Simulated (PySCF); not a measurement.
Molecule: `SCc1ccccc1`, C7H8S.

Atoms are numbered as in `[SH:1][CH2:2][c:3]1[cH:4][cH:5][cH:6][cH:7][cH:8]1`; H(Xn) means a hydrogen on atom n.

Geometry PBE0-D3(BJ)/def2-SVP throughout; GIAO in PySCF 2.14, gas phase, one conformer, non-relativistic; equivalent atoms averaged; basis pcSseg-1.

For orientation, PBE gives these absolute shieldings σ: C3 34.2, C4/C8 48.4, C5/C7 48.4, C6 49.7, C2 142.3, H(C4)/H(C8) 23.84, H(C5)/H(C7) 23.90, H(C6) 23.98, H(C2) 27.69 ppm.

A run gave: C3 27.5, C4/C8 43.1, C5/C7 43.2, C6 44.4, C2 136.2, H(C4)/H(C8) 24.13, H(C5)/H(C7) 24.20, H(C6) 24.27, H(C2) 27.88 ppm (absolute shieldings σ).

Which functional was used in that run?
A. B3LYP
B. BLYP
C. wB97X-D
D. PBE0

Answers

B. C2 tells them apart best: BLYP gives 136.2, B3LYP gives 142.2, PBE0 gives 149.1, wB97X-D gives 150.4 ppm.
